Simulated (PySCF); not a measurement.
## Ionisation energy of Si+ by level of theory

Si+ [Ne] 3s2 3p1 (2P) → Si(2+) [Ne] 3s2 (1S), as a difference of total energies. Computed with PySCF 2.14 in aug-cc-pwCVDZ (6s5p3d, 36 functions), with the non-relativistic Hamiltonian (point nucleus). Correlated levels: valence: [Ne] frozen; valence and next inner shell: 1s2 frozen; nothing frozen. The calculations carry no spin-orbit coupling.

| method | ionisation energy (eV) |
| --- | --- |
| UHF | 15.821 |
| LDA | 16.367 |
| PBE | 16.409 |
| PBE0 | 16.427 |
| r2SCAN | 16.500 |
| TPSS | 16.504 |
| B2PLYP | 16.210 |
| HSE06 | 16.421 |
| PBEsol | 16.332 |
| MP2 (valence) | 16.002 |
| SCS-MP2 (valence) | 15.983 |
| MP2 (valence and next inner shell) | 15.977 |
| SCS-MP2 (valence and next inner shell) | 15.960 |
| MP2 (all electrons) | 15.978 |
| SCS-MP2 (all electrons) | 15.960 |

A first-order spin-orbit estimate (lowest level to lowest level, LS coupling) adds 0.020 eV.

Errors of the correlated levels include the incompleteness of this basis and the frozen core.

**Question.** Which method comes closest to the reference value, and which is furthest?

**Answer.** The reference is 16.346 eV (measured; NIST Atomic Spectra Database, ionization energies). Closest: PBEsol (error 0.006 eV); furthest: UHF (error -0.504 eV), both after the spin-orbit estimate.
